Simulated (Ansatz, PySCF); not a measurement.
The pair A = germylsilane (SMILES [SiH3][GeH3]) (first 8 atoms), B = CH4 (SMILES C); geometry from B3LYP-D3(BJ)/def2-TZVP.
(charge 0, multiplicity 1):
```xyz
13

Si     0.6608     1.3379     0.6412
Ge    -0.3633    -0.8031     0.3704
H      0.1028     2.0357     1.8217
H      0.4136     2.1651    -0.5640
H      2.1238     1.1820     0.8214
H      0.1156    -1.7933     1.4461
H     -0.0190    -1.3942    -1.0095
H     -1.8959    -0.6902     0.4713
C      0.0624     0.0441     4.3527
H      0.0157    -0.4947     5.2981
H      0.1769     1.1099     4.5445
H      0.9123    -0.3149     3.7741
H     -0.8560    -0.1268     3.7927
```

Correlated levels freeze the cores. Filled d and f shells under p-block atoms count as core. CBS(a, b) extrapolates the correlation energy as X⁻³ and adds the Hartree–Fock energy of set b. MP2 and its Hartree–Fock in def2-TZVPPD are density fitted.

The values were computed with Ansatz (a first-principles code); PySCF for the dispersion terms. 

The monomers are drawn apart, rigid, along the line of their centres of mass. Counterpoise-corrected interaction energies (kcal/mol):

| level | R = 5.503 Å | R = 7.093 Å |
|---|---|---|
| PBE-D3(BJ)/def2-TZVPPD | -0.3432 | -0.0595 |
| wB97M-V/def2-TZVPPD | -0.2607 | -0.0505 |
| MP2/CBS(def2-SVPD, def2-TZVPPD) + ΔCCSD(T)/def2-SVPD | -0.2451 | -0.0506 |

### Question
R is the distance of the centres of mass. Find the local exponent m of E ∝ R⁻ᵐ between the two points.

### Answer

m = ln(E₁/E₂)/ln(R₂/R₁): PBE-D3(BJ)/def2-TZVPPD 6.9; wB97M-V/def2-TZVPPD 6.5; MP2/CBS(def2-SVPD, def2-TZVPPD) + ΔCCSD(T)/def2-SVPD 6.2. For scale, two fixed dipoles give m = 3, dipole and quadrupole 4, quadrupoles 5, and dispersion or dipole-induced dipole 6 at long range; at these distances several terms mix, and what is left of overlap and damping shifts m, so it need not match one of them.
